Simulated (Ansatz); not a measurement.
CH$_{8}$O$_{2}$Si$_{2}$ (`O[SiH2]OC[SiH3]`), relaxed with RKS PBE-D4/def2-SVP in Ansatz from a rough embedded geometry. The force threshold is 0.03 eV/Å; the program also tests the step.

The species carries charge 0 and has multiplicity 1.

Start:

```xyz
13

O    -3.048    0.485    0.589
Si   -1.449    0.713    0.787
O    -0.672   -0.661    0.282
C     0.753   -0.766    0.234
Si    1.769   -0.163   -1.184
H    -3.328   -0.421    0.307
H    -1.101    0.947    2.172
H    -1.055    1.837   -0.081
H     1.097   -0.225    1.199
H     0.973   -1.784    0.420
H     3.186   -0.395   -0.954
H     1.315   -0.863   -2.441
H     1.559    1.296   -1.331
```

```csv
step,energy (eV),largest force (eV/Å),largest move (Å)
1,-20994.6027,3.159,0.000
2,-20994.9428,1.031,0.149
3,-20994.9909,0.238,0.056
4 (rejected),-20994.9497,0.960,0.200
5,-20995.0124,0.110,0.100
6,-20995.0248,0.090,0.100
7,-20995.0260,0.675,0.143
8,-20995.0455,0.059,0.200
9,-20995.0483,0.038,0.088
10 (rejected),-20995.0454,0.464,0.196
11 (rejected),-20995.0409,0.249,0.046
12,-20995.0490,0.017,0.023
13,-20995.0503,0.043,0.098
14,-20995.0509,0.092,0.053
15,-20995.0515,0.072,0.014
16,-20995.0523,0.025,0.037
17,-20995.0529,0.030,0.070
18,-20995.0531,0.055,0.066
19,-20995.0532,0.033,0.006
20,-20995.0533,0.011,0.007
```

End:

```xyz
13

O    -3.118    0.343    0.695
Si   -1.518    0.782    0.507
O    -0.662   -0.519   -0.125
C     0.681   -0.867    0.199
Si    1.900   -0.125   -1.078
H    -3.266   -0.445    1.247
H    -0.838    1.148    1.807
H    -1.569    1.943   -0.435
H     0.965   -0.529    1.226
H     0.769   -1.976    0.201
H     3.315   -0.515   -0.739
H     1.562   -0.615   -2.458
H     1.779    1.375   -1.048
```

Run time 27 s (4 threads of an Arm Neoverse V1 on a shared host); peak host memory 0.16 GiB.
